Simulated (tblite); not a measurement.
Species: C₃H₁₀O₃Si.
Cartesian coordinates in Å at the GFN2-xTB level; atoms count from 1:
```
atom  x, y, z in Å
C1    -2.577    0.385    0.891
O2    -2.196   -0.767    0.163
C3    -1.395   -0.492   -0.935
O4    -0.134   -0.030   -0.602
Si5    0.884   -0.724    0.473
O6     2.159    0.255    0.592
C7     3.034    0.725   -0.391
H8    -3.158    0.030    1.739
H9    -1.702    0.935    1.245
H10   -3.193    1.045    0.269
H11   -1.855    0.277   -1.579
H12   -1.321   -1.439   -1.484
H13    1.212   -2.067   -0.012
H14    0.418   -0.682    1.849
H15    2.487    1.130   -1.245
H16    3.685   -0.082   -0.738
H17    3.646    1.512    0.054
```

Computed values, GFN2-xTB/tblite, gas phase, harmonic and unscaled. The method is semi-empirical: single wavenumbers can be off by several per cent or more. Modes of hydrogen on silicon can be 10 to 20 % off. One conformer, not necessarily the lowest.

Harmonic wavenumbers (cm⁻¹): 33.5, 62.8, 89.2, 106.3, 134.1, 178.0, 194.1, 199.0, 300.1, 391.8, 563.2, 600.5, 641.6, 721.9, 761.8, 799.3, 827.5, 950.7, 1052.0, 1092.5, 1117.0, 1128.1, 1132.8, 1140.0, 1170.2, 1177.3, 1277.5, 1354.6, 1396.2, 1409.9, 1461.1, 1463.5, 1480.3, 1480.6, 1485.1, 2226.2, 2349.7, 2840.0, 2911.8, 2917.5, 2946.4, 2958.7, 2966.2, 2982.6, 3033.3.

A = 5366, B = 1021, C = 993.7 MHz; mass 122.040 u (most abundant isotopes); point group C1, symmetry number 1.

**Question.** What is the zero-point energy?

**Answer.** ½Σν̃ = 28753 cm⁻¹ = 343.97 kJ/mol.

**Question.** Entropy at 298.15 K, 1 bar (ideal gas, RRHO, classical rotation)?

**Answer.** Translation 168.77, rotation 119.12, vibration 133.69: S = 421.6 J/(mol K).

**Question.** And Cp and H(298.15 K) − H(0)?

**Answer.** Cp = 149.45 J/(mol K), of which vibrations give 116.19 (their classical limit is 45 R = 374.2); H(298.15 K) − H(0) = 29.36 kJ/mol without the zero-point energy, 19.45 from vibrations.

**Question.** How do the functions run with temperature in this model?

**Answer.** 
| T (K) | S (J/(mol K)) | Cp (J/(mol K)) | H − H(0) (kJ/mol) | G − H(0) (kJ/mol) | ln q(vib) |
| --- | --- | --- | --- | --- | --- |
| 100 | 299.1 | 86.8 | 6.06 | -23.85 | 2.43 |
| 200 | 368.9 | 117.3 | 16.30 | -57.47 | 5.53 |
| 300 | 422.5 | 150.1 | 29.64 | -97.11 | 8.28 |
| 500 | 514.7 | 214.0 | 66.27 | -191.07 | 13.27 |
| 800 | 630.8 | 279.6 | 141.13 | -363.47 | 20.07 |
| 1000 | 696.4 | 308.5 | 200.09 | -496.33 | 24.23 |

q(vib) and H(0) count from the zero-point level.

**Question.** What must be added to the electronic energy to get the Gibbs energy at 298.15 K and 1 bar?

**Answer.** ZPE + [H(298.15 K) − H(0)] − T·S = 343.97 + 29.36 − 125.70 = 247.63 kJ/mol.

**Question.** Blend soft modes into free rotors: weight 1/[1 + (100 cm⁻¹/ν̃)⁴] for the oscillator and the rest for a rotor with moment μB/(μ + B), μ = h/(8π²ν), B = 10⁻⁴⁴ kg m². What vibrational entropy results?

**Answer.** 119.88 J/(mol K) in place of 133.69, which changes −T·S at 298.15 K by +4.12 kJ/mol.

**Question.** Which modes carry the vibrational entropy at 298.15 K?

**Answer.** 33.5 cm⁻¹: 23.47; 62.8 cm⁻¹: 18.27; 89.2 cm⁻¹: 15.39; 106.3 cm⁻¹: 13.96; 134.1 cm⁻¹: 12.08; 178.0 cm⁻¹: 9.83 J/(mol K); the other 39 give 40.70 together.

Hindered rotation and anharmonicity are outside this model. Other conformers, if any are populated, would add a mixing term that is left out. The structure is chiral; the term R ln 2 for an equal mix with its mirror image is left out.

On an Intel Xeon at 2.70 GHz with one thread, no GPU, shared host with 64 logical CPUs at a one-minute load of 57, this took 0.61 s. The figure is for the frequency step alone.
